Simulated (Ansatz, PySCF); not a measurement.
Reaction (SMILES): ClB(Br)Br [dibromo(chloro)borane] -> Br[B]Br + Cl atom (the B-Cl bond at the site shown breaks; other sites are not compared here)
Geometries: B3LYP-D3(BJ)/def2-TZVP minima from Ansatz (a first-principles code). Frequencies are from Ansatz or PySCF.

Quantity: bond dissociation energy (0 K, with B3LYP-D3(BJ) harmonic zero-point energies), in kcal/mol. Open shells are spin-unrestricted. No spin-orbit coupling. Non-relativistic. 

```json
[
 {"level": "BLYP-D3(BJ)/def2-TZVPD", "program": "Ansatz + dftd3", "bond dissociation energy (kcal/mol)": "111.6"},
 {"level": "revPBE-D4/def2-TZVPD", "program": "Ansatz + dftd4", "bond dissociation energy (kcal/mol)": "113.9"},
 {"level": "revPBE/def2-TZVPD", "program": "Ansatz", "bond dissociation energy (kcal/mol)": "109.8"},
 {"level": "r2SCAN/def2-TZVPD", "program": "Ansatz", "bond dissociation energy (kcal/mol)": "113.5"},
 {"level": "r2SCAN-D4/def2-TZVPD", "program": "Ansatz + dftd4", "bond dissociation energy (kcal/mol)": "113.9"},
 {"level": "PBE0/def2-SVP", "program": "Ansatz", "bond dissociation energy (kcal/mol)": "116.6"},
 {"level": "BHLYP-D3(BJ)/def2-TZVPD", "program": "Ansatz + dftd3", "bond dissociation energy (kcal/mol)": "110.5"},
 {"level": "r2SCANh-D4/def2-TZVPD", "program": "Ansatz + dftd4", "bond dissociation energy (kcal/mol)": "113.2"},
 {"level": "r2SCAN0/def2-TZVPD", "program": "Ansatz", "bond dissociation energy (kcal/mol)": "111.9"}
]
```
